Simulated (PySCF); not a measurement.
Isomers of C6H12Si.

All values: PBE0/pcSseg-1 (PySCF) at PBE0-D3(BJ)/def2-SVP geometries, gas phase, one conformer each.

Question: Rank by the highest IAO charge on any atom, lowest value first.
A. `[CH2:1]=[CH:2][SiH:3]1[CH2:4][CH2:5][CH2:6][CH2:7]1` with C1–C2–Si3–C4 -50°, C2–Si3–C4–C5 106°, Si3–C4–C5–C6 37°, C4–C5–C6–C7 -50°, C5–C6–C7–Si3 37°
B. `C([SiH2]C(C)(C)C)#C`
C. Si(vinyl)2Me2 (`C[Si](C=C)(C=C)C`)

Answer: B (+0.751 e), A (+0.882 e), C (+1.079 e).

Question: Rank by the lowest IAO charge on any atom, lowest value first.
A. `C#C[SiH2]C(C)(C)C`
B. Si(vinyl)2Me2, `[Si](C)(C=C)(C)C=C`
C. `[CH2:1]=[C:2]([CH3:3])[CH:4]1[CH2:5][SiH2:6][CH2:7]1` with C1–C2–C4–C5 3°, C2–C4–C5–Si6 151°, C4–C5–Si6–C7 -20°, C5–Si6–C7–C4 19°, C2–C4–C7–Si6 -153°

Answer: B (-0.717 e), C (-0.543 e), A (-0.406 e).

Question: Rank by the highest Hirshfeld charge on any atom, lowest value first.
A. `[CH2:1]=[CH:2][SiH:3]1[CH2:4][CH2:5][CH2:6][CH2:7]1` with C1–C2–Si3–C4 -50°, C2–Si3–C4–C5 106°, Si3–C4–C5–C6 37°, C4–C5–C6–C7 -50°, C5–C6–C7–Si3 37°
B. `C#C[SiH2]C(C)(C)C`
C. Si(vinyl)2Me2, `C=C[Si](C)(C)C=C`

Answer: B (+0.344 e), A (+0.359 e), C (+0.395 e).

All values together:

```tsv
SMILES	μ (D)	HOMO (eV)	LUMO (eV)	lowest IAO charge (e)	highest IAO charge (e)	lowest Hirshfeld charge (e)	highest Hirshfeld charge (e)
C=C[SiH]1CCCC1	0.54	-7.45	-0.52	-0.542 (C)	+0.882 (Si)	-0.162 (C)	+0.359 (Si)
C=C[Si](C)(C)C=C	0.01	-7.51	-0.31	-0.717 (C)	+1.079 (Si)	-0.216 (C)	+0.395 (Si)
C=C(C)C1C[SiH2]C1	0.43	-7.01	0.35	-0.543 (C)	+0.743 (Si)	-0.163 (C)	+0.337 (Si)
C#C[SiH2]C(C)(C)C	0.83	-7.73	0.00	-0.406 (C)	+0.751 (Si)	-0.150 (C)	+0.344 (Si)
```

Conformers: `[CH2:1]=[CH:2][SiH:3]1[CH2:4][CH2:5][CH2:6][CH2:7]1` with C1–C2–Si3–C4 -50°, C2–Si3–C4–C5 106°, Si3–C4–C5–C6 37°, C4–C5–C6–C7 -50°, C5–C6–C7–Si3 37°; `C=C[Si](C)(C)C=C`; `[CH2:1]=[C:2]([CH3:3])[CH:4]1[CH2:5][SiH2:6][CH2:7]1` with C1–C2–C4–C5 3°, C2–C4–C5–Si6 151°, C4–C5–Si6–C7 -20°, C5–Si6–C7–C4 19°, C2–C4–C7–Si6 -153°.
